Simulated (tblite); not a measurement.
Input of a run (GFN2-xTB geometry optimisation, gas phase (tblite 0.8.0)), started from a force field or distance geometry:
```
{"job": {"kind": "relax", "xc": "GFN2-xTB", "basis": "xTB"}, "charge": 1, "multiplicity": 2}
O      3.345900     0.744800     0.383400
C      2.385200     0.401500     1.066400
C      1.036000     0.195000     0.534900
C     -0.075800    -0.141000     1.387500
C     -1.399600    -0.553000     0.834500
C     -1.656000    -0.008400    -0.580200
C     -0.442400    -0.235500    -1.484000
C      0.805100     0.466200    -0.922900
H      2.505200     0.206900     2.158300
H      0.098400    -0.297900     2.460600
H     -1.448500    -1.648700     0.806800
H     -2.201500    -0.214500     1.496900
H     -1.875900     1.067600    -0.516000
H     -2.530800    -0.494700    -1.008200
H     -0.658700     0.144000    -2.486300
H     -0.255300    -1.314300    -1.559800
H      0.694100     1.547600    -1.066700
H      1.666000     0.140700    -1.517200
```

Output (eV, eV/Å):
```
step      E/eV     max force
  0    -642.64213    2.882
  1    -642.81386    2.718
  2    -642.86645    1.002
  3    -642.89476    0.546
  4    -642.91732    0.513
  5    -642.93361    0.323
  6    -642.94103    0.242
  7    -642.94693    0.212
  8    -642.95306    0.262
  9    -642.95716    0.186
 10    -642.95943    0.112
 11    -642.96123    0.108
 12    -642.96303    0.152
 13    -642.96492    0.128
 14    -642.96676    0.110
 15    -642.96867    0.120
 16    -642.97075    0.135
 17    -642.97281    0.125
 18    -642.97466    0.112
 19    -642.97639    0.114
 20    -642.97825    0.115
 21    -642.98031    0.112
 22    -642.98220    0.110
 23    -642.98384    0.089
 24    -642.98557    0.137
 25    -642.98792    0.188
 26    -642.99095    0.193
 27    -642.99390    0.126
 28    -642.99601    0.101
 29    -642.99740    0.109
 30    -642.99864    0.093
 31    -642.99972    0.214
 32    -643.00059    0.108
 33    -643.00128    0.063
 34    -643.00182    0.054
 35    -643.00230    0.048
 36    -643.00326    0.082
 37    -643.00417    0.084
 38    -643.00507    0.068
 39    -643.00600    0.074
 40    -643.00710    0.078
 41    -643.00821    0.081
 42    -643.00914    0.064
 43    -643.00980    0.131
 44    -643.01036    0.054
 45    -643.01077    0.038
 46    -643.01107    0.031
 47    -643.01118    0.032
 48    -643.01133    0.027
 49    -643.01141    0.021
 50    -643.01147    0.018
 51    -643.01151    0.018
 52    -643.01157    0.019
 53    -643.01162    0.017
 54    -643.01167    0.018
 55    -643.01171    0.017
 56    -643.01175    0.018
 57    -643.01180    0.018
 58    -643.01183    0.011
 59    -643.01185    0.007
```

Task: Summarise the run.

Result: The energy falls by 8.5 kcal/mol over 59 L-BFGS steps, the largest force on an atom goes from 2.88 to 0.007 eV/Å, and the atoms move by 0.172 Å rms after alignment. The bond that changes most is C3–C4 (ends: carbon bonded to 3 C; carbon bonded to 2 C and H), which shortens by 0.092 Å. Bonds longer at the end by more than 0.005 Å: 1 of 18; shorter: 8. Among the angles that change most is C3–C8–C7, from 113.4° to 107.6°. Among the dihedrals that turn most is H9–C2–C3–C4, from 4° to -28°. The energy never rose by more than 1e-5 eV on the way. The first step brought 46 % of the lowering.

Task: What are the final bond lengths?

Result: O1=C2 1.185 Å, C2–C3 1.483 Å, C3–C4 1.349 Å, C4–C5 1.476 Å, C5–C6 1.535 Å, C6–C7 1.510 Å, C7–C8 1.540 Å, C3–C8 1.492 Å, C2–H9 1.112 Å, C4–H10 1.083 Å, C5–H11 1.097 Å, C5–H12 1.093 Å, C6–H13 1.091 Å, C6–H14 1.092 Å, C7–H15 1.095 Å, C7–H16 1.091 Å, C8–H17 1.093 Å, C8–H18 1.093 Å. Numbering counts from 1 in the input's order; the species is `O=C[C+]1[CH]CCCC1` [radical].

Its GFN2-xTB frequencies are all real (lowest 79 cm⁻¹). 3 starts were optimised and ended at 0.00, 2.10 and 2.12 kcal/mol (GFN2-xTB); the lowest of these is shown.

One conformer stands for the species.

All values are computed, not measured.
